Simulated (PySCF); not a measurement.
Species: C6H8O2S.
SMILES with atom numbers: `[CH:1]#[C:2][C@H:3]1[CH2:4][CH2:5][S:6](=[O:7])(=[O:8])[CH2:9]1`

Probes without a nucleus sit at each ring's centroid and 1 Å off its mean plane on both sides; NICS is minus the shielding there, NICSzz its component along the normal. Level: GIAO PBE0/pcSseg-1 (PySCF, non-relativistic, gas phase) on the GFN2-xTB geometry, one conformer.

Ring bond lengths (Å), with Mayer bond orders in brackets: C3–C4 1.541 (1.01), C4–C5 1.512 (1.01), C5–S6 1.829 (0.85), S6–C9 1.833 (0.83), C9–C3 1.521 (1.01).

Question: What do the NICS probes read (ppm)?

Answer: 
| ring | type | NICS(0) | NICS(1), two faces | NICS(1)zz, two faces | rms pucker (Å) | centre to ring atoms, mean (Å) |
| --- | --- | --- | --- | --- | --- | --- |
| C3–C4–C5–S6–C9 | 5-membered ring with S; formal bonds all single | -5.9 | -3.6 / -3.5 | -3.4 / -4.5 | 0.21 | 1.37 |

Question: What do they say, and how far can they be read as aromaticity?

Answer: 
- C3–C4–C5–S6–C9: mean NICS(1)zz -4.0 ppm, shielded. C3, C4, C5, S6, C9 have four or more neighbours, so the value isn't read as a sign of a π ring current.

Question: Give the inner angles of the rings and the Hirshfeld charges of the ring atoms.

Answer: 
- C3–C4–C5–S6–C9: C3 106.9° (-0.009 e), C4 107.0° (-0.063 e), C5 102.0° (-0.078 e), S6 97.2° (+0.519 e), C9 103.4° (-0.074 e); sum 516.6° against 540° for a flat convex ring.
